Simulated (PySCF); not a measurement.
Cl6OSi2, charge +1, doublet, at a GFN2-xTB geometry (a state made from the parent by changing its charge; the spin is typed, not shown lowest); DF-M062X/def2-SV(P) (PySCF).

Input for PySCF:
```python
from pyscf import gto, scf, dft

mol = gto.M(
    atom='''
Cl    2.320800    0.135005   -1.774815
Si    1.576741    0.404398    0.066890
Cl    2.429626   -0.815942    1.409064
Cl    1.656960    2.324284    0.637571
O     0.000000    0.000000    0.000000
Si   -1.576741   -0.404398   -0.066890
Cl   -2.252034    0.197391   -1.855717
Cl   -2.483619    0.554955    1.441516
Cl   -1.671733   -2.395693    0.142382
''',
    basis='def2-sv(p)',
    charge=1,
    spin=1,
    verbose=5,
)

mf = dft.UKS(mol)
mf.xc = 'm062x'
mf = mf.density_fit(auxbasis='def2-universal-jkfit')
mf.kernel()
mf.analyze()
```

The log (banner, timings and long lists left out):

```
PySCF version 2.14.0

[INPUT] verbose = 5
[INPUT] max_memory = 4000
[INPUT] num. atoms = 9
[INPUT] num. electrons = 137
[INPUT] charge = 1
[INPUT] spin (= nelec alpha-beta = 2S) = 1
[INPUT] symmetry False subgroup None
[INPUT] Mole.unit = angstrom
[INPUT] Symbol           X                Y                Z      unit          X                Y                Z       unit  Magmom
[...]
[INPUT] ---------------- BASIS SET ----------------
[INPUT] l, kappa, [nprim/nctr], expnt,             c_1 c_2 ...
[INPUT] Cl
[...]
                                1571.7365221      0.014754727977
                                357.12065523      0.066679112875
                                100.25185935      0.17228924084
                                30.812727554      0.158837861
[...]
                                5.7045760975      0.60841752753
                                2.3508376809      0.54352153355
[...]
                                72.102015515      -0.063563355471
                                22.532680262      -0.24016428276
                                7.8991765444      -0.47798866557
                                2.8767268321      -0.38515850005
[...]
[INPUT] Si
[...]
                                1038.4346419      0.0099966546241
                                235.8758148       0.044910165101
                                66.069385169      0.1146363854
                                20.247945761      0.10280063858
[...]
                                3.6370788192      -0.43028836252
                                1.4002048599      -0.41382774969
[...]
                                41.907258846      0.043399431982
                                12.955294367      0.15632019351
                                4.4383267393      0.29419996982
                                1.5462247904      0.23536823814
[...]
[INPUT] O
[...]
                                340.87010191      -0.03989003923
                                77.363135167      -0.17853911985
                                21.47964494       -0.46427684959
                                6.6589433124      -0.44309745172
[...]
                                3.863550544       0.23094120765
                                1.0480920883      0.51375311064
[...]
nuclear repulsion = 1350.77422214817
number of shells = 70
number of NR pGTOs = 312
number of NR cGTOs = 158
basis = def2-sv(p)
ecp = {}

******** <class 'pyscf.df.df_jk.DFUKS'> ********
method = DFUKS
initial guess = minao
damping factor = 0
level_shift factor = 0
DIIS = <class 'pyscf.scf.diis.CDIIS'>
diis_start_cycle = 1
diis_space = 8
diis_damp = 0
SCF conv_tol = 1e-09
SCF conv_tol_grad = None
SCF max_cycles = 50
direct_scf = False
number electrons alpha = 69  beta = 68
XC library pyscf.dft.libxc version 7.1.2
    S. Lehtola, C. Steigemann, M. J. T. Oliveira, and M. A. L. Marques,  SoftwareX 7, 1–5 (2018)
XC functionals = m062x
    Y. Zhao and D. G. Truhlar,  Theor. Chem. Acc. 120, 215 (2008)
    Y. Zhao and D. G. Truhlar,  Theor. Chem. Acc. 120, 215 (2008)
radial grids:
    Treutler-Ahlrichs [JCP 102, 346 (1995); DOI:10.1063/1.469408] (M4) radial grids

becke partition: Becke, JCP 88, 2547 (1988); DOI:10.1063/1.454033
pruning grids: <function nwchem_prune>
grids dens level: 3
symmetrized grids: False
atomic radii adjust function: <function treutler_atomic_radii_adjust>
small_rho_cutoff = 0
Set gradient conv threshold to 3.16228e-05
atom Cl rad-grids = 80, ang-grids = [ 50  50  50  50  50  50  50  50  50  50  50  50  50  50  50  50  50  50
  50  50  50  50  50  50  86  86  86  86  86  86  86  86  86  86  86  86
  86 350 350 350 350 350 350 350 350 350 434 434 434 434 434 434 434 434
 434 434 434 434 434 434 434 434 434 434 350 350 350 350 350 350 350 350
 350 350 350 350 350 350 350 350]
atom Si rad-grids = 80, ang-grids = [ 50  50  50  50  50  50  50  50  50  50  50  50  50  50  50  50  50  50
  50  50  50  50  50  86  86  86  86  86  86  86  86  86  86  86  86  86
[...]
converged SCF energy = -3414.16316753312  <S^2> = 0.75418372  2S+1 = 2.0041793
Total Energy =                       -3414.163167533120941
[...]
spin_pop of  4 O 3dz^2    -0.00000
spin_pop of  4 O 3dxz     -0.00000
spin_pop of  4 O 3dx2-y2   -0.00000
spin_pop of  5 Si 1s        0.00000
spin_pop of  5 Si 2s       -0.00000
spin_pop of  5 Si 3s       -0.00358
spin_pop of  5 Si 4s        0.00010
spin_pop of  5 Si 2px      -0.00000
spin_pop of  5 Si 2py      -0.00000
spin_pop of  5 Si 2pz      -0.00000
spin_pop of  5 Si 3px      -0.00333
spin_pop of  5 Si 3py      -0.01000
spin_pop of  5 Si 3pz      -0.01047
spin_pop of  5 Si 4px      -0.00008
spin_pop of  5 Si 4py      -0.00042
spin_pop of  5 Si 4pz      -0.00044
spin_pop of  5 Si 3dxy     -0.00052
spin_pop of  5 Si 3dyz     -0.00183
spin_pop of  5 Si 3dz^2    -0.00130
spin_pop of  5 Si 3dxz     -0.00020
spin_pop of  5 Si 3dx2-y2   -0.00032
spin_pop of  6 Cl 1s       -0.00000
spin_pop of  6 Cl 2s        0.00000
spin_pop of  6 Cl 3s        0.00070
spin_pop of  6 Cl 4s       -0.00010
spin_pop of  6 Cl 2px       0.00000
spin_pop of  6 Cl 2py       0.00000
spin_pop of  6 Cl 2pz       0.00000
spin_pop of  6 Cl 3px       0.01249
spin_pop of  6 Cl 3py       0.13754
spin_pop of  6 Cl 3pz       0.02738
spin_pop of  6 Cl 4px       0.00004
spin_pop of  6 Cl 4py       0.00021
spin_pop of  6 Cl 4pz       0.00009
spin_pop of  6 Cl 3dxy     -0.00001
spin_pop of  6 Cl 3dyz     -0.00011
spin_pop of  6 Cl 3dz^2    -0.00008
spin_pop of  6 Cl 3dxz     -0.00004
spin_pop of  6 Cl 3dx2-y2   -0.00002
spin_pop of  7 Cl 1s       -0.00000
spin_pop of  7 Cl 2s        0.00000
spin_pop of  7 Cl 3s        0.00070
spin_pop of  7 Cl 4s       -0.00010
spin_pop of  7 Cl 2px       0.00000
spin_pop of  7 Cl 2py       0.00000
spin_pop of  7 Cl 2pz       0.00000
spin_pop of  7 Cl 3px       0.00590
spin_pop of  7 Cl 3py       0.10785
spin_pop of  7 Cl 3pz       0.06369
spin_pop of  7 Cl 4px       0.00003
spin_pop of  7 Cl 4py       0.00018
spin_pop of  7 Cl 4pz       0.00013
spin_pop of  7 Cl 3dxy     -0.00002
spin_pop of  7 Cl 3dyz     -0.00004
spin_pop of  7 Cl 3dz^2    -0.00013
spin_pop of  7 Cl 3dxz     -0.00002
spin_pop of  7 Cl 3dx2-y2   -0.00004
spin_pop of  8 Cl 1s       -0.00000
spin_pop of  8 Cl 2s        0.00000
spin_pop of  8 Cl 3s        0.00070
spin_pop of  8 Cl 4s       -0.00010
spin_pop of  8 Cl 2px       0.00000
spin_pop of  8 Cl 2py       0.00000
spin_pop of  8 Cl 2pz       0.00000
spin_pop of  8 Cl 3px       0.00178
spin_pop of  8 Cl 3py       0.00276
spin_pop of  8 Cl 3pz       0.17282
spin_pop of  8 Cl 4px       0.00003
spin_pop of  8 Cl 4py       0.00007
spin_pop of  8 Cl 4pz       0.00025
spin_pop of  8 Cl 3dxy     -0.00004
spin_pop of  8 Cl 3dyz     -0.00019
spin_pop of  8 Cl 3dz^2    -0.00004
spin_pop of  8 Cl 3dxz     -0.00000
spin_pop of  8 Cl 3dx2-y2    0.00001
 ** Mulliken Spin Density (per atom)  **
spin density of  0 Cl =      0.17798
spin density of  1 Si =     -0.03238
spin density of  2 Cl =      0.17807
spin density of  3 Cl =      0.17810
spin density of  4 O =     -0.00366
spin density of  5 Si =     -0.03239
spin density of  6 Cl =      0.17810
spin density of  7 Cl =      0.17813
spin density of  8 Cl =      0.17805
 ** Mulliken pop alpha/beta on meta-lowdin orthogonal AOs **
 ** Mulliken pop       alpha | beta **
In total            69.00000 | 68.00000
 ** Mulliken atomic charges   ( Nelec_alpha | Nelec_beta ) **
charge of  0Cl =     -0.06892  (     8.62345      8.44547 )
charge of  1Si =      1.11294  (     6.42734      6.45972 )
charge of  2Cl =     -0.06888  (     8.62348      8.44541 )
charge of  3Cl =     -0.06887  (     8.62348      8.44538 )
charge of  4O =     -0.81267  (     4.40450      4.40817 )
charge of  5Si =      1.11291  (     6.42735      6.45974 )
charge of  6Cl =     -0.06884  (     8.62347      8.44537 )
charge of  7Cl =     -0.06883  (     8.62348      8.44535 )
charge of  8Cl =     -0.06884  (     8.62345      8.44540 )

WARN: System has nonzero charge 1; the dipole moment is origin-dependent.
Location of origin: [0. 0. 0.]

Dipole moment(X, Y, Z, Debye): -0.00139, -0.00000,  0.00050
```
